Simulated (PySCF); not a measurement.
A structure optimised at r2SCAN-D4/def2-TZVPD, used in a PySCF frequency run:

```xyz
5

N      0.0000     0.0000     0.0000
H      0.5912    -0.5912     0.5912
H     -0.5912    -0.5912    -0.5912
H     -0.5912     0.5912     0.5912
H      0.5912     0.5912    -0.5912
```
Charge +1, spin multiplicity 1.

Write its SMILES, formula and point group.

[NH4+], H₄N, Td

What are its rotational constants (standard atomic weights)?

179.33, 179.33, 179.33 GHz
